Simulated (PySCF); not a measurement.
Magnetic shielding above rings: a mixed set.

Probes without a nucleus sit at each ring's centroid and 1 Å off its mean plane on both sides; NICS is minus the shielding there, NICSzz its component along the normal. Level: GIAO PBE0/pcSseg-1 (PySCF, non-relativistic, gas phase) on the GFN2-xTB geometries, one conformer each. Atom numbers follow the mapped SMILES.

Question: Order these rings by mean NICS(1)zz, lowest (most negative) first (ppm).
A. ring C6–C7–C8–Si9 in `[O:1]=[C:2]([NH:3][CH2:4][SiH3:5])[C@@H:6]1[CH2:7][CH2:8][SiH2:9]1`
B. ring C3–C4–C5–S10 in `[CH:1]#[C:2][C@@H:3]1[CH2:4][C@@H:5]([C:6]([F:7])([F:8])[F:9])[S:10]1`
C. ring C2–C3–C4–C5–C9–C10 in `[SiH3:1][c:2]1[cH:3][cH:4][c:5]2[n:6][nH:7][n:8][c:9]2[cH:10]1`
D. ring C3–P4–C5–S6–C7 in `[CH:1]#[C:2][c:3]1[p:4][cH:5][s:6][c:7]1[CH:8]=[CH2:9]`
E. ring C5–S6–C7–C8–C9 in `[CH:1]#[C:2][c:3]1[cH:4][c:5]2[s:6][cH:7][cH:8][c:9]2[nH:10]1`
F. ring C6–C7–Si8–Si9 in `[CH3:1][CH2:2][NH:3][C:4](=[O:5])[C@H:6]1[CH2:7][SiH2:8][SiH2:9]1`
G. ring C4–C5–C6–C7 in `[F:1][CH2:2][O:3][C@@H:4]1[CH2:5][CH2:6][C@@H:7]1[Cl:8]`

Answer: C (-26.8), E (-22.2), D (-20.2), F (0.0), G (3.3), A (4.3), B (5.7).

| SMILES | ring | NICS(0) | NICS(1) | NICS(1)zz | HOMA | rms pucker (Å) | ring atoms with four or more neighbours |
| --- | --- | --- | --- | --- | --- | --- | --- |
| [SiH3]c1ccc2n[nH]nc2c1 | 6-membered carbocycle; formal bonds all aromatic | -8.0 | -10.8 | -26.8 | 0.83 | 0.00 | 0 |
| C#Cc1cc2sccc2[nH]1 | 5-membered ring with S; formal bonds all aromatic | -11.7 | -9.9 | -22.2 | 0.80 | 0.00 | 0 |
| C#Cc1pcsc1C=C | 5-membered ring with P and S; formal bonds all aromatic | -9.9 | -9.9 | -20.2 | 0.74 | 0.00 | 0 |
| CCNC(=O)[C@H]1C[SiH2][SiH2]1 | 4-membered ring with 2 Si; formal bonds all single | -0.3 | -0.9 | 0.0 | – | 0.18 | 4 |
| FCO[C@@H]1CC[C@@H]1Cl | 4-membered carbocycle; formal bonds all single | -0.5 | -1.2 | 3.3 | – | 0.06 | 4 |
| O=C(NC[SiH3])[C@@H]1CC[SiH2]1 | 4-membered ring with Si; formal bonds all single | 1.7 | 0.2 | 4.3 | – | 0.06 | 4 |
| C#C[C@@H]1C[C@@H](C(F)(F)F)S1 | 4-membered ring with S; formal bonds all single | -3.3 | 0.0 | 5.7 | – | 0.07 | 3 |

NICS(0) gives another order. The isotropic NICS(1) gives another order. HOMA uses Krygowski's 1993 parameters; it is left out where a ring has a four-coordinate atom, a triple bond, no multiple bond or a kind of bond without parameters. NICS(1) and NICS(1)zz are means over the two faces.
